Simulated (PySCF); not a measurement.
**RuOCl₂, triplet: structure and spectrum**

These are results of UPBE0/[Ru def2-SVP with ECP28, O def2-SVP, Cl def2-SVP], scalar-relativistic core potentials, density fitting, no spin–orbit coupling, PySCF, not measurements.

The structure is a minimum.

Z-matrix (Å, degrees; charge 0 multiplicity 3):
```
Ru
O  1 1.6406
Cl 1 2.2277 2 120.39
Cl 1 2.2277 2 120.39 3 180.00
```

* Point group: C2v
* Bond lengths: Ru–Cl 2.228 Å (×2), Ru–O 1.641 Å
* Bond angles: Cl–Ru–Cl 119.2°, Cl–Ru–O 120.4° (×2)
* Lowest empty level (β): -4.65 eV
* Spin squared ⟨S²⟩: 2.010
* Principal polarisabilities: 31.6, 65.5, 72.2 bohr³
* Dipole moment: 0.04 D
* Rotational constants: 0.1439, 0.06528, 0.04491 cm⁻¹
* Entropy at 298.15 K and 1 bar (electronic part: spin only): 339.6 J/(mol K)
* Highest occupied level (β): -7.92 eV
* Atomisation energy without zero-point energy: 1126 kJ/mol
* Heat capacity Cp at 298.15 K: 71.3 J/(mol K)
* Enthalpy at 298.15 K above 0 K: 17.04 kJ/mol
* Rotational symmetry number: 2
* Principal quadrupole moments (Buckingham, traceless) about the centre of mass: -2.04, -1.82, 3.86 D Å
* Zero-point energy: 13.2 kJ/mol

Harmonic modes (masses in u: Ru 101.904, O 15.995, Cl 34.969):
| ω (cm⁻¹) | IR (km/mol) | μ (u) | type |
| --- | --- | --- | --- |
| 96 | 3.3 | 38.73 | bend |
| 125 | 9.5 | 28.18 | bend |
| 197 | 1.0 | 19.02 | bend |
| 309 | 60.6 | 36.57 | stretch |
| 438 | 72.8 | 45.73 | stretch |
| 1046 | 96.4 | 18.16 | stretch |

Charges (e):
| atom | Mulliken | Löwdin | polar tensor | spin (Mulliken) | Mayer order to Ru1 |
| --- | --- | --- | --- | --- | --- |
| Ru1 | 0.65 | -0.29 | 1.55 | 1.63 | – |
| O2 | -0.31 | -0.02 | -0.48 | 0.32 | 1.97 |
| Cl3,4 | -0.17 | 0.15 | -0.53 | 0.03 | 1.16 |

Mulliken populations on Ru1 (electrons outside its core potential): s 2.40, p 6.49, d 6.44, f 0.03.

Outer orbital energies (eV). α occupied: -11.43, -10.73, -10.30, -10.21, -9.63, -9.22, -8.34, -8.08; empty: -4.06, -3.78, 0.14, 0.30. β occupied: -12.00, -11.81, -10.69, -10.66, -10.11, -9.84, -9.62, -7.92; empty: -4.65, -3.68, -3.44, -3.20.

Formally Ru is in oxidation state +4, d4, with 2 unpaired electrons (the high-spin count would be 4). The Mulliken spin on Ru is 1.63. The polar-tensor charge on Ru, 1.55, is far below the formal one.

The spin densities have lower symmetry than the nuclear frame, so modes carry no symmetry labels. Only a few start shapes were tried, so a lower isomer may exist. Open d and f shells are described by one determinant, and the ground state may have another occupation or spin.

The final relaxation and frequency run took 86 s on 2 threads of a shared Arm Neoverse V2 host, with 81 basis functions and 15 gradients; the process peaked at 0.96 GiB. Launch command: `OMP_NUM_THREADS=2 python axn.py task.json out`.
